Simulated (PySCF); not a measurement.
C3H6O2Si, SMILES C1(OC(=C)O1)[SiH3].

Geometry: PBE0-D3(BJ)/def2-SVP. The structure was generated by enumeration, and PubChem lists no compound with its InChIKey, so it may never have been made.

The numbers are results of M06-2X/def2-TZVP run with PySCF, not measurements.

Symmetry labels are those of the subgroup Cs that the program uses (full group Cs).

Computed valence orbital energies around the gap with their symmetry:
| orbital | symmetry | energy (eV) |
|---|---|---|
| HOMO−7 | A' | -13.09 |
| HOMO−6 | A" | -12.98 |
| HOMO−5 | A" | -11.92 |
| HOMO−4 | A" | -11.82 |
| HOMO−3 | A' | -11.44 |
| HOMO−2 | A" | -11.36 |
| HOMO−1 | A' | -10.91 |
| HOMO | A' | -7.50 |
| LUMO | A' | 0.97 |
| LUMO+1 | A" | 1.27 |
| LUMO+2 | A' | 1.64 |
| LUMO+3 | A' | 2.19 |
